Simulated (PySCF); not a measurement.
HOP, SMILES O=P. The structure is a stationary point at TPSSh-D3(BJ)/def2-TZVPD.

Computed equilibrium geometry at TPSSh-D3(BJ)/def2-TZVPD (PySCF confirms it by a frequency run) as Cartesian coordinates in Å, and its point group:
point group Cs.
```xyz
3

P     -0.1129    -0.4713     0.0000
O      0.0549     1.0072     0.0000
H      1.2546    -0.9885     0.0000
```
